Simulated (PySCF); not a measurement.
Coordinates in bohr (charge 0 multiplicity 2):
```
Zr    0.0000    0.0000    0.0000
Cl    0.0000    0.0000    4.3986
Cl    3.8093    0.0000   -2.1993
Cl   -3.8093    0.0000   -2.1993
```

Method: UPBE0 in PySCF with Zr def2-TZVP with ECP28, Cl def2-TZVP; scalar-relativistic core potentials, no spin–orbit coupling; density-fitted integrals.

This geometry of ZrCl₃ is a stationary point at this level.

Problem. What is the point group?

Solution. D3h.

Problem. Is it a minimum?

Solution. Yes: all harmonic wavenumbers are real, though the softest, 56 cm⁻¹, leaves little margin.

Problem. List the harmonic modes with their infrared intensities.

Solution. 
```tsv
symmetry	ω (cm⁻¹)	IR (km/mol, summed over degenerate members)	type
a2''	56	7.7	bend
e'	90	2.9	bend
a1'	365	0.0	stretch
e'	429	252	stretch
```

Problem. Give the ideal-gas entropy at 298.15 K and 1 bar by parts.

Solution. translation 174.6, rotation 107.0, vibration 61.7, spin 5.8; total 349.0 J/(mol K).

Problem. What is the atomisation energy, with and without zero-point energy?

Solution. 1501 kJ/mol without, 1492 kJ/mol with.

In D3h the vibrations span a2'' + 2e' + a1'. The a1' mode carries no infrared intensity, as symmetry demands.

This need not be the most stable arrangement of these atoms. Open d and f shells are described by one determinant, and the ground state may have another occupation or spin.
